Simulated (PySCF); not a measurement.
Species: C₁₀H₁₀O.
InChI=1S/C10H10O/c11-10(9-6-7-9)8-4-2-1-3-5-8/h1-5,9H,6-7H2

Theory: PySCF, TDDFT wB97X-D/def2-SVPD, vertical, gas phase, core orbitals frozen in the response. Geometry: PBE0-D3(BJ)/def2-SVP, one conformer, isolated molecule. Torsions of this conformer, `[O:1]=[C:2]([c:3]1[cH:4][cH:5][cH:6][cH:7][cH:8]1)[CH:9]1[CH2:10][CH2:11]1`: O1–C2–C3–C4 -174°, O1–C2–C9–C10 41°.

Computed states:

```tsv
state	E (eV)	f
S1	4.09	0.0001
S2	5.05	0.015
S3	5.44	0.295
S4	6.41	0.112
S5	6.63	0.041
S6	6.66	0.267
S7	6.75	0.474
S8	6.86	0.047
S9	7.00	0.0028
S10	7.36	0.0039
```

Broadening: Gaussians 0.4 eV wide at half height, area fixed by f = 4.319×10⁻⁹ ∫ε dν̃. The width is an assumption, not a result. The curve ends short of the highest state used, and states not computed would add to its high-energy end.

**Question.** What does the envelope look like, and where are its maxima?

**Answer.** 
```json
{"E (eV)": "3.49", "ε (L mol⁻¹ cm⁻¹)": "0"}
{"E (eV)": "3.55", "ε (L mol⁻¹ cm⁻¹)": "0"}
{"E (eV)": "3.61", "ε (L mol⁻¹ cm⁻¹)": "0"}
{"E (eV)": "3.67", "ε (L mol⁻¹ cm⁻¹)": "0"}
{"E (eV)": "3.73", "ε (L mol⁻¹ cm⁻¹)": "1"}
{"E (eV)": "3.78", "ε (L mol⁻¹ cm⁻¹)": "1"}
{"E (eV)": "3.84", "ε (L mol⁻¹ cm⁻¹)": "2"}
{"E (eV)": "3.90", "ε (L mol⁻¹ cm⁻¹)": "3"}
{"E (eV)": "3.96", "ε (L mol⁻¹ cm⁻¹)": "4"}
{"E (eV)": "4.02", "ε (L mol⁻¹ cm⁻¹)": "5"}
{"E (eV)": "4.08", "ε (L mol⁻¹ cm⁻¹)": "5"}
{"E (eV)": "4.14", "ε (L mol⁻¹ cm⁻¹)": "5"}
{"E (eV)": "4.20", "ε (L mol⁻¹ cm⁻¹)": "4"}
{"E (eV)": "4.26", "ε (L mol⁻¹ cm⁻¹)": "3"}
{"E (eV)": "4.32", "ε (L mol⁻¹ cm⁻¹)": "2"}
{"E (eV)": "4.38", "ε (L mol⁻¹ cm⁻¹)": "2"}
{"E (eV)": "4.44", "ε (L mol⁻¹ cm⁻¹)": "2"}
{"E (eV)": "4.50", "ε (L mol⁻¹ cm⁻¹)": "6"}
{"E (eV)": "4.56", "ε (L mol⁻¹ cm⁻¹)": "17"}
{"E (eV)": "4.62", "ε (L mol⁻¹ cm⁻¹)": "43"}
{"E (eV)": "4.68", "ε (L mol⁻¹ cm⁻¹)": "99"}
{"E (eV)": "4.74", "ε (L mol⁻¹ cm⁻¹)": "203"}
{"E (eV)": "4.80", "ε (L mol⁻¹ cm⁻¹)": "372"}
{"E (eV)": "4.85", "ε (L mol⁻¹ cm⁻¹)": "572"}
{"E (eV)": "4.91", "ε (L mol⁻¹ cm⁻¹)": "899"}
{"E (eV)": "4.97", "ε (L mol⁻¹ cm⁻¹)": "1369"}
{"E (eV)": "5.03", "ε (L mol⁻¹ cm⁻¹)": "2117"}
{"E (eV)": "5.09", "ε (L mol⁻¹ cm⁻¹)": "3393"}
{"E (eV)": "5.15", "ε (L mol⁻¹ cm⁻¹)": "5501"}
{"E (eV)": "5.21", "ε (L mol⁻¹ cm⁻¹)": "8609"}
{"E (eV)": "5.27", "ε (L mol⁻¹ cm⁻¹)": "12485"}
{"E (eV)": "5.33", "ε (L mol⁻¹ cm⁻¹)": "16370"}
{"E (eV)": "5.39", "ε (L mol⁻¹ cm⁻¹)": "19157"}
{"E (eV)": "5.45", "ε (L mol⁻¹ cm⁻¹)": "19889"}
{"E (eV)": "5.51", "ε (L mol⁻¹ cm⁻¹)": "18269"}
{"E (eV)": "5.57", "ε (L mol⁻¹ cm⁻¹)": "14827"}
{"E (eV)": "5.63", "ε (L mol⁻¹ cm⁻¹)": "10627"}
{"E (eV)": "5.69", "ε (L mol⁻¹ cm⁻¹)": "6725"}
{"E (eV)": "5.75", "ε (L mol⁻¹ cm⁻¹)": "3760"}
{"E (eV)": "5.81", "ε (L mol⁻¹ cm⁻¹)": "1866"}
{"E (eV)": "5.86", "ε (L mol⁻¹ cm⁻¹)": "973"}
{"E (eV)": "5.92", "ε (L mol⁻¹ cm⁻¹)": "482"}
{"E (eV)": "5.98", "ε (L mol⁻¹ cm⁻¹)": "432"}
{"E (eV)": "6.04", "ε (L mol⁻¹ cm⁻¹)": "757"}
{"E (eV)": "6.10", "ε (L mol⁻¹ cm⁻¹)": "1523"}
{"E (eV)": "6.16", "ε (L mol⁻¹ cm⁻¹)": "2877"}
{"E (eV)": "6.22", "ε (L mol⁻¹ cm⁻¹)": "4997"}
{"E (eV)": "6.28", "ε (L mol⁻¹ cm⁻¹)": "8074"}
{"E (eV)": "6.34", "ε (L mol⁻¹ cm⁻¹)": "12357"}
{"E (eV)": "6.40", "ε (L mol⁻¹ cm⁻¹)": "18155"}
{"E (eV)": "6.46", "ε (L mol⁻¹ cm⁻¹)": "25680"}
{"E (eV)": "6.52", "ε (L mol⁻¹ cm⁻¹)": "34649"}
{"E (eV)": "6.58", "ε (L mol⁻¹ cm⁻¹)": "43888"}
{"E (eV)": "6.64", "ε (L mol⁻¹ cm⁻¹)": "51348"}
{"E (eV)": "6.70", "ε (L mol⁻¹ cm⁻¹)": "54789"}
{"E (eV)": "6.76", "ε (L mol⁻¹ cm⁻¹)": "52870"}
```

Maxima: 303 nm (4.09 eV), ε about 5.4, made up of S1 (100%); 228 nm (5.44 eV), ε about 20000, made up of S3 (100%); 185 nm (6.71 eV), ε about 55000, made up of S6 (32%) and S7 (57%) (ε in L mol⁻¹ cm⁻¹; maxima over ε = 5, shares over 10%).

**Question.** What would ε be at 6.71 eV, the highest of these maxima, with half the width (0.2 eV)?

**Answer.** About 94200 L mol⁻¹ cm⁻¹ against 54900, a factor of about 1.7; a lone state at its own centre would give exactly 2.

**Question.** Does any computed singlet lie in the visible range?

**Answer.** No computed singlet lies in the visible range (380 to 750 nm); the lowest, at 303 nm, stands 0.82 eV above its violet end (3.26 eV).

**Question.** Coming from long wavelengths, where does ε first pass 100 L mol⁻¹ cm⁻¹?

**Answer.** At about 265 nm (4.68 eV), 0.59 eV above S1.
